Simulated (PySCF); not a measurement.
C2H2F2, SMILES F/C=C/F.

Geometry optimised at PBE-D3(BJ)/def2-SVP.

Method: PBE-D3(BJ)/def2-SVP (PySCF).

Frequencies are harmonic and unscaled.

```csv
mode,ν (cm⁻¹),IR (km/mol),moving atoms (share of kinetic energy)
1,305,10.3,"C 48 %, F 38 %, H 13 %"
2,331,3.3,"C 54 %, F 41 %"
3,545,0.0,"F 79 %, C 17 %"
4,776,0.0,"C 50 %, H 48 %"
5,872,60.3,"H 92 %, C 8 %"
6,1152,0.0,"C 57 %, F 30 %, H 14 %"
7,1181,223.1,"C 35 %, F 34 %, H 31 %"
8,1247,0.0,"H 80 %, C 19 %"
9,1254,70.7,"H 57 %, C 34 %, F 8 %"
10,1720,0.0,"C 90 %, H 8 %"
11,3129,14.7,H 92 %
12,3137,0.0,"H 90 %, C 10 %"
```
